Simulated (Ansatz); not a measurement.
Wavefunction ladder for FGeH₄In, SMILES `[F][GeH2][InH2]`

```json
{"atom": "F1", "x (Å)": "-2.070", "y (Å)": "0.784", "z (Å)": "0.647"}
{"atom": "Ge2", "x (Å)": "-1.003", "y (Å)": "-0.104", "z (Å)": "-0.431"}
{"atom": "In3", "x (Å)": "1.436", "y (Å)": "0.071", "z (Å)": "0.497"}
{"atom": "H4", "x (Å)": "-1.595", "y (Å)": "-1.530", "z (Å)": "-0.468"}
{"atom": "H5", "x (Å)": "-1.231", "y (Å)": "0.543", "z (Å)": "-1.815"}
{"atom": "H6", "x (Å)": "1.757", "y (Å)": "0.956", "z (Å)": "1.937"}
{"atom": "H7", "x (Å)": "2.705", "y (Å)": "-0.719", "z (Å)": "-0.367"}
```

Total charge 0; spin multiplicity 1. Correlated methods include outer-core shells of Ge, In, which these sets cover unevenly. Scalar relativity is left out up to krypton. In: def2 effective core potential. The geometry is a stationary point of PBE0-D4/def2-TZVP. Frozen core, restricted reference, Ansatz 0.2.0.

```csv
basis,HF (Eh),MP2 corr.,CCSD corr.,(T),CCSD(T) total
def2-SVP,-2366.00387,-0.50698,-0.53284,-0.01242,-2366.54913
def2-TZVPP,-2366.40712,-0.80020,-0.81458,-0.02416,-2367.24586
def2-QZVPP,-2366.45590,-1.27649,–,–,–
```
